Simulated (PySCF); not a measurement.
Dipole response of Pb (lead, neutral)

[Xe] 4f14 5d10 6s2 6p2, high-spin 3P determinant. Calculation: PySCF 2.14, in def2-TZVPPD with the def2 core potential (60 electrons) (7s5p4d2f, 56 functions); a scalar-relativistic core potential. Coupled (time-dependent) response in atomic units; α is the mean over directions.

```json
{"method": "UHF", "mean α (bohr³)": "62.58", "α xx, yy, zz": "47.04, 70.36, 70.36", "C₆ (like pair)": "740.3", "S(−4)": "1495"}
{"method": "PBE", "mean α (bohr³)": "68.15", "α xx, yy, zz": "49.19, 77.63, 77.63", "C₆ (like pair)": "793.1", "S(−4)": "2094"}
{"method": "PBE0", "mean α (bohr³)": "64.47", "α xx, yy, zz": "47.30, 73.06, 73.06", "C₆ (like pair)": "749.8", "S(−4)": "1751"}
{"method": "M06", "mean α (bohr³)": "70.96", "α xx, yy, zz": "50.33, 81.28, 81.28", "C₆ (like pair)": "799.9", "S(−4)": "2590"}
{"method": "PW91", "mean α (bohr³)": "66.90", "α xx, yy, zz": "48.49, 76.11, 76.11", "C₆ (like pair)": "774.8", "S(−4)": "2006"}
```

S(−4) is the Cauchy moment in α(ω) = α(0) + S(−4) ω² + …

Reference α: 47 ± 3 bohr³ (recommended; Schwerdtfeger and Nagle, table of static dipole polarizabilities (2023 update)). Published C₆: 534.0 (Gould and Bucko (2016)).

Spin-orbit coupling is absent.

α(iu) at PBE0:

```csv
u (hartree),α(iu) (bohr³)
0,64.47
0.0500,60.48
0.100,51.76
0.200,35.35
0.300,25.02
0.500,14.67
0.750,9.193
1.00,6.538
1.50,3.995
2.00,2.764
3.00,1.575
5.00,0.7086
```

A single London oscillator, α(iu) = α/(1 + u²/ω²), gives C₆ = (3/4) ω α². Matching the computed C₆ needs ω = 4 × 749.8 / (3 × 64.47²) = 0.241 hartree.

The components differ because the open shell of this determinant is not spherical; for a pure term their mean is the scalar polarisability.

Energies and moments cover only the electrons outside the core potential. Spin-orbit coupling is strong in this species (close to jj coupling), so the high-spin LS determinant is a model state, not a physical level.
